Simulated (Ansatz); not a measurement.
Gas-phase electronic energies from Ansatz, PBE0-D4/def2-TZVP geometries. CBS: MP2 limit from def2 TZ/QZ plus the TZ coupled-cluster correction, frozen cores. This one scheme is used for every species. Functionals use def2-TZVPP. B3LYP here is the variant with VWN-RPA as its local correlation; programs differ in this. HSE06 is defined as in plane-wave codes. For Ge outer-core shells are correlated without core-valence functions, which leaves a few kJ/mol of doubt a bond. Scalar relativity is left out up to krypton. Each species was taken in one conformer, which may not be the lowest.

Reaction (hydrogenolysis of a Ge–Cl bond): `[NH2][Ge]([OH])([F])[Cl]` + H₂ → `[NH2][GeH]([OH])[F]` + HCl

| level | ΔE (kJ/mol) | difference from CCSD(T)/CBS |
| --- | --- | --- |
| LDA (SPW92) | 51.4 | -4.3 |
| PBE-D4 | 59.4 | 3.7 |
| revPBE-D4 | 64.3 | 8.6 |
| BLYP-D4 | 60.7 | 5.0 |
| r2SCAN-D4 | 64.8 | 9.1 |
| B97M-V | 57.6 | 1.9 |
| PBE0-D4 | 58.0 | 2.3 |
| B3LYP-D4 | 58.4 | 2.7 |
| r2SCANh-D4 | 63.6 | 7.9 |
| r2SCAN0-D4 | 62.0 | 6.3 |
| HSE06-D4 | 58.3 | 2.6 |
| BHLYP-D4 | 57.8 | 2.1 |
| CAM-B3LYP-D4 | 52.5 | -3.2 |
| ωB97X-V | 56.8 | 1.1 |
| ωB97M-V | 57.7 | 2.0 |
| B2PLYP | 55.0 | -0.7 |
| PBE-QIDH | 58.2 | 2.5 |
| PBE | 54.1 | -1.6 |
| revPBE | 53.4 | -2.3 |
| BLYP | 49.8 | -5.9 |
| r2SCAN | 63.5 | 7.8 |
| PBE0 | 53.3 | -2.4 |
| B3LYP | 49.6 | -6.1 |
| r2SCANh | 62.2 | 6.5 |
| r2SCAN0 | 60.5 | 4.8 |
| BHLYP | 49.8 | -5.9 |
| CAM-B3LYP | 47.6 | -8.1 |
| RPA@PBE/def2-TZVPP | 52.4 | -3.3 |
| HF/def2-SVP | 41.2 | -14.5 |
| MP2/def2-SVP | 57.2 | 1.5 |
| CCSD/def2-SVP | 46.7 | -9.0 |
| HF/def2-TZVPP | 48.6 | -7.1 |
| MP2/def2-TZVPP | 63.2 | 7.5 |
| SCS-MP2/def2-TZVPP | 58.2 | 2.5 |
| CCSD/def2-TZVPP | 51.8 | -3.9 |
| CCSD(T)/def2-TZVPP | 56.0 | 0.3 |
| MP2/def2-QZVPP | 62.9 | 7.2 |
| SCS-MP2/def2-QZVPP | 58.0 | 2.3 |
| MP2/CBS(def2) | 63.0 | 7.3 |
| CCSD/CBS(def2) | 51.5 | -4.2 |
| CCSD(T)/CBS | 55.7 | 0 |

Largest T1 diagnostic among the species: 0.012.

Leaving LDA and LC-ωPBE aside and taking each functional with its dispersion term where it has one, the values spread over 12.3 kJ/mol, from CAM-B3LYP-D4 to r2SCAN-D4. The D4 term adds +8.7 kJ/mol with B3LYP and +4.7 kJ/mol with PBE0; it sums over pairs of atoms, weighted by their polarisabilities, and B3LYP, whose exchange is more repulsive, gets the larger term. At CCSD(T), def2-SVP lies −6.0 kJ/mol from the extrapolated value and def2-TZVPP +0.3 kJ/mol.

CCSD(T)/CBS has its own doubt, a few kJ/mol and more with outer-core shells, so smaller differences from it don't rank the levels.
